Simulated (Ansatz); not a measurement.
Ansatz (a first-principles code) input (MP2/cc-pV(T+d)Z): A basis named .json is the Basis Set Exchange file of that set (core-valence sets with the plain set on hydrogen).

Ansatz 0.2 input:
```yaml
crystal:
  periodic: [false, false, false]
  atoms:
    - {symbol: F, position_ang: [0.00000000, 0.00000000, 0.00000000]}
basis:
  gaussian:
    orbitals: cc-pV_T+d_Z.json
    fitting: {mean_field: def2-universal-jkfit, correlation: cc-pVTZ-RIFIT.json}
magnetization: {spin_polarized: true, initial_magnetization: 1}
correlation: {method: mp2, electrons: outside_noble_gas}
scf: {lower_state_search: full}
```

Output:

```
Functional definition: HF
integrals: 0.00 GiB planned
77 factors; integrals over basis functions are off by at most 9.1e-1 eV
81 factors; integrals over basis functions are off by at most 5.3e-1 eV
mean field: 0.04 GiB planned
mean field evaluation 1: about -2704.7558 eV, gradient 9.0e0 eV
mean field evaluation 2: about -2704.9421 eV, gradient 2.7e0 eV
mean field evaluation 4: about -2704.9618 eV, gradient 2.1e-1 eV
mean field evaluation 8: about -2704.9589 eV, gradient 7.8e-1 eV
mean field evaluation 16: about -2704.9622 eV, gradient 1.7e-4 eV
mean field evaluation 32: about -2704.9622 eV, gradient 2.1e-6 eV
mean field -2704.96223654 eV, -99.4055287034 hartree, gradient 1.4e-6 eV, S^2 0.753413; 5 other end points of the search recorded, 0 dependent functions left out
1 core orbitals not correlated
reference -2704.96223654 eV, -99.4055287034 hartree; 4, 3 occupied and 25, 26 virtual orbitals, 81 factors
second order -5.43629890 eV of doubles, -0.00000000 eV of singles
Total energy: -2710.39853543 eV, -99.6053090030 hartree
```
